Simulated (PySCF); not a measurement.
C5H5Cl, SMILES Cl/C(=C/C)C#C. Geometry optimised at PBE-D3(BJ)/def2-SVP.

The numbers are results of PBE-D3(BJ)/def2-SVP run with PySCF, not measurements.

Harmonic wavenumbers (cm⁻¹): 142, 143, 210, 237, 268, 405, 490, 591, 610, 665, 677, 806, 957, 981, 998, 1126, 1285, 1340, 1398, 1399, 1634, 2144, 2958, 3025, 3080, 3113, 3406. Rotational constants (GHz): 3.380, 2.347, 1.397; symmetry number 1.

Work out the zero-point energy and the ideal-gas rigid-rotor harmonic-oscillator thermochemistry at 298.15 K and 1 atm.

ZPE = ½ Σ hcν = ½ × 34088 cm⁻¹ = 203.89 kJ/mol. H − E(el) = 224.81 kJ/mol. Entropy in J/(mol K): translation 166.25, rotation 116.16, vibration 62.35, total 344.76. G − E(el) = 122.02 kJ/mol. Cp = 110.18 J/(mol K). Modes under 150 cm⁻¹ make the vibrational entropy uncertain.
